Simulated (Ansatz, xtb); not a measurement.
**Relative energy of two isomers of C5H10NS+**

Structure I: `CC#[N+]CCSC`, a singlet. Structure II: `CC(=S)C1C[NH2+]C1`, a singlet. Both are isolated ions in the gas phase, relaxed with B3LYP/def2-SVP; the shapes shown needn't be the lowest conformers.

I (Å):

```yaml
atoms:
  - { symbol: C, position_ang: [2.8168, 1.0493, 2.2213] }
  - { symbol: C, position_ang: [1.8497, 0.1796, 1.5918] }
  - { symbol: C, position_ang: [0.0607, -1.2486, 0.4012] }
  - { symbol: C, position_ang: [-1.2101, -0.3902, 0.2427] }
  - { symbol: C, position_ang: [-0.8341, 0.7507, -2.3102] }
  - { symbol: N, position_ang: [1.0912, -0.5222, 1.0877] }
  - { symbol: S, position_ang: [-0.9604, 1.2277, -0.5533] }
  - { symbol: H, position_ang: [2.6724, 1.0344, 3.3139] }
  - { symbol: H, position_ang: [3.8356, 0.7056, 1.9785] }
  - { symbol: H, position_ang: [2.6725, 2.0752, 1.8440] }
  - { symbol: H, position_ang: [-0.1347, -2.1650, 0.9819] }
  - { symbol: H, position_ang: [0.4843, -1.5444, -0.5715] }
  - { symbol: H, position_ang: [-1.9427, -0.9944, -0.3152] }
  - { symbol: H, position_ang: [-1.6456, -0.1846, 1.2325] }
  - { symbol: H, position_ang: [0.0445, 0.1224, -2.5203] }
  - { symbol: H, position_ang: [-1.7529, 0.2477, -2.6450] }
  - { symbol: H, position_ang: [-0.7270, 1.6919, -2.8677] }
```

II (Å):

```xyz
17

C     1.8520    1.1103   -1.1926
C     0.9255    0.9698   -0.0297
C    -0.5475    0.7329   -0.3731
C    -1.1847   -0.4416    0.4221
C    -1.5200    1.6598    0.4097
N    -1.6899    0.5613    1.4443
S     1.4172    1.0576    1.5324
H     2.8882    1.2762   -0.8749
H     1.8008    0.2054   -1.8265
H     1.5245    1.9484   -1.8357
H    -0.7099    0.7007   -1.4580
H    -2.0368   -0.9083   -0.0886
H    -0.5207   -1.1965    0.8614
H    -0.9435    0.6846    2.1615
H    -2.6087    0.4173    1.8827
H    -1.1249    2.5888    0.8392
H    -2.4741    1.8321   -0.1050
```

Task: Which of the two would you expect CCSD(T)/def2-SVP + ΔMP2/def2-TZVPP electronic energies to favour?

Result: Too close to call at this level: CCSD(T)/def2-SVP + ΔMP2/def2-TZVPP gives E(II) − E(I) = −0.33 kcal/mol.

Level by level:

```tsv
level	geometry	E(II) − E(I) (kcal/mol)	departure from the last row (kcal/mol)	job, with rough time for the two
GFN2-xTB	GFN2-xTB	+0.43	+0.77	optimisation, 0.36 s
HF/STO-3G	GFN2-xTB	−4.66	−4.32	single point, 0.44 s
r2SCAN-D4/def2-SVP	GFN2-xTB	−2.45	−2.11	single point, 4.6 s
B3LYP/def2-SVP	B3LYP/def2-SVP	+3.30	+3.63	optimisation, 65 s
HF/def2-SVP	B3LYP/def2-SVP	+7.60	+7.93	part of the CCSD(T) run
MP2/def2-SVP	B3LYP/def2-SVP	−1.27	−0.93	part of the CCSD(T) run
CCSD(T)/def2-SVP	B3LYP/def2-SVP	−2.46	−2.12	single point
CCSD(T)/def2-SVP + ΔMP2/def2-TZVPP	B3LYP/def2-SVP	−0.33		single point, 1.8 min
```

As drawn, II has 2 C–C, 1 C=S, 1 C–N, 2 N–H in place of 1 C≡N, 2 C–S, 2 C–H. Structure I has no ring, II a 4-membered ring.

The largest departure from CCSD(T)/def2-SVP + ΔMP2/def2-TZVPP is that of HF/def2-SVP, 7.93 kcal/mol. The last row adds to CCSD(T) the change of the MP2 difference between the two basis sets, here +2.12 kcal/mol.

With thermal terms from frequencies at re-optimised GFN2-xTB minima (ideal gas, soft modes damped towards free rotors, one conformer each, 298.15 K, 1 atm): on the last row, ΔE + ΔZPE = +3.34, ΔH = +1.67, ΔG = +5.64 kcal/mol.

The correlated steps freeze 11 core orbitals. Run with Ansatz 0.2.0, xtb 6.7.1; the last row on 4 threads of Arm Neoverse V1 on a shared host.
